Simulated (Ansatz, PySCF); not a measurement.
Si(H)2(Br)(OMe) (CH₅BrOSi), SMILES O(C)[SiH2]Br.

Coordinates come from a PBE0-D3(BJ)/def2-SVP optimisation. One conformer was computed; it need not be the lowest.

Vertical ionisation energy (IE) and electron affinity (EA) in eV. Rows of orbital energies are one-electron estimates. Where ΔSCF, EOM or ADC give a negative EA the extra electron is unbound and the value depends on the basis.

```
level                                                                        IE     EA
------------------------------------------------------------------------  -----  -----
−ε(HOMO), −ε(LUMO), r2SCAN/def2-TZVP (PySCF)                               7.38   0.25
−ε(HOMO), −ε(LUMO), PBE/def2-TZVP (PySCF)                                  7.04   0.66
ΔSCF, CAM-B3LYP/def2-SVPD (Ansatz), final states of multiplicity 2 and 2  10.76  -1.47
ΔSCF, PBE/def2-SVPD (Ansatz), final states of multiplicity 2 and 2         9.96  -1.14
```

What vertical singlet–triplet gap does ΔSCF give with CAM-B3LYP/def2-SVPD (Ansatz, a first-principles code) and with PBE/def2-SVPD (Ansatz)? (The exact figures need the calculation; the answer reports its results.)

6.88 and 6.11 eV (triplet above singlet where positive).
